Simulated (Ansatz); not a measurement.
Geometry optimisation, RKS B3LYP-D4/STO-3G in Ansatz 0.2.0.

The input (input.yaml):

```yaml
crystal:
  periodic: [false, false, false]
  atoms:
    - { symbol: B, position_ang: [-1.353, -0.6584, 0.7599] }
    - { symbol: C, position_ang: [-0.2927, -0.3589, -0.3571] }
    - { symbol: Si, position_ang: [1.3701, -0.6896, 0.3507] }
    - { symbol: C, position_ang: [-0.2872, 1.0429, -0.8224] }
    - { symbol: C, position_ang: [-0.4185, 2.1672, -1.2199] }
    - { symbol: H, position_ang: [-1.4071, 0.0302, 1.7485] }
    - { symbol: H, position_ang: [-2.205, -1.4327, 0.5746] }
    - { symbol: H, position_ang: [-0.4194, -1.02, -1.2224] }
    - { symbol: H, position_ang: [2.4646, -0.44946, -0.69114] }
    - { symbol: H, position_ang: [1.48973, -2.08097, 0.80848] }
    - { symbol: H, position_ang: [1.64692, 0.21743, 1.49232] }
    - { symbol: H, position_ang: [-0.453, 3.1845, -1.5215] }
basis:
  gaussian: { orbitals: STO-3G }
hamiltonian:
  xc: b3lyp
  dispersion: d4
relax:
  f_tol: 0.015
  max_steps: 40
```

Command:

```bash
$ ansatz run input.yaml --threads 1 --pin off --max-ram 2048MiB --backend cpu --events-out ev --progress --plain --runs-dir out
```

Task: Where does it end, and by what steps?

Result: The forces met the threshold. Limits of this set-up: minimal basis. After 14 steps the energy has fallen by 0.381 eV; H7 moved furthest, 0.69 Å.

```
step  energy less start (eV)  largest force component (eV/Å)  accepted
   0                  0.0000                           3.586       yes
   1                 -0.0925                           2.291       yes
   2                 -0.2861                           0.563       yes
   3                 -0.3412                           0.316       yes
   4                 -0.3693                           0.492       yes
   5                 -0.3718                           0.383       yes
   6                 -0.3702                           0.529        no
   7                 -0.3772                           0.224       yes
   8                 -0.3796                           0.075       yes
   9                 -0.3790                           0.123        no
  10                 -0.3800                           0.032       yes
  11                 -0.3803                           0.020       yes
  12                 -0.3805                           0.024       yes
  13                 -0.3806                           0.021       yes
  14                 -0.3807                           0.014       yes
```

```xyz
12
Properties=species:S:1:pos:R:3
B -1.354 -0.644 0.760
C -0.366 -0.304 -0.387
Si 1.361 -0.718 0.358
C -0.352 1.109 -0.847
C -0.334 2.254 -1.217
H -1.697 0.175 1.526
H -1.695 -1.757 0.914
H -0.474 -0.985 -1.251
H 2.351 -0.465 -0.662
H 1.401 -2.110 0.742
H 1.613 0.114 1.510
H -0.319 3.281 -1.547
```

Whether the end is a true minimum wasn't checked by a vibrational analysis.

Run time: 55 s on 1 thread of AMD EPYC (Zen 3) (shared host), peak memory 0.14 GiB.
